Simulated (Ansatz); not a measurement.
This geometry of C4H10AlN (16 atoms, charge 0, multiplicity 1) is a first-order saddle point.

Method: RKS PBE0-D4/6-31G* in Ansatz.

```xyz
16
Properties=species:S:1:pos:R:3
N 0.049 -1.536 1.230
C 0.186 -0.401 0.335
Al 1.794 0.659 0.815
C -0.117 -0.520 -1.185
C -0.817 0.848 -1.109
C -0.986 0.620 0.405
H 0.745 -2.248 1.028
H -0.859 -1.982 1.090
H 2.048 1.064 2.336
H 2.787 1.203 -0.319
H 0.711 -0.645 -1.893
H -0.852 -1.321 -1.360
H -0.123 1.670 -1.326
H -1.721 0.999 -1.706
H -0.941 1.480 1.089
H -1.927 0.089 0.616
```

Which two structures does it join? (They come from a converged band through this point; their orientation in space is the band's.)

No bond is made or broken. The dihedral C4–C2–Al3–H9 goes from 157 to -21°. The two ends are copies of one structure, up to a mirror image or an exchange of like atoms.

First end point:

```xyz
16
Properties=species:S:1:pos:R:3
N 0.521 -1.157 1.140
C 0.195 -0.041 0.164
Al 1.893 0.330 1.085
C -0.102 -0.395 -1.294
C -1.114 0.771 -1.283
C -1.168 0.647 0.255
H 0.659 -2.057 0.688
H -0.168 -1.257 1.881
H 1.844 1.190 2.430
H 3.244 -0.180 0.403
H 0.716 -0.373 -2.021
H -0.630 -1.358 -1.382
H -0.643 1.709 -1.591
H -2.047 0.641 -1.837
H -1.261 1.560 0.851
H -1.962 -0.055 0.554
```

Last end point:

```xyz
16
Properties=species:S:1:pos:R:3
N 0.521 -1.157 1.141
C 0.197 -0.047 0.158
Al 1.887 0.336 1.090
C -0.108 -0.403 -1.296
C -1.110 0.772 -1.284
C -1.161 0.649 0.254
H 0.683 -2.054 0.691
H -0.179 -1.269 1.870
H 3.247 -0.181 0.429
H 1.824 1.212 2.423
H 0.707 -0.389 -2.027
H -0.645 -1.361 -1.380
H -0.633 1.706 -1.594
H -2.046 0.648 -1.836
H -1.247 1.563 0.850
H -1.959 -0.049 0.555
```

How far does it lie above each of them?

0.59 eV above the first and 0.59 eV above the second. This is the barrier of this one path; another mechanism may lie lower.

Time of the run: 8.8 min on 2 threads of Intel(R) Xeon(R) Platinum 8259CL CPU @ 2.50GHz (Skylake/Cascade Lake) (shared host), peak memory 0.33 GiB.
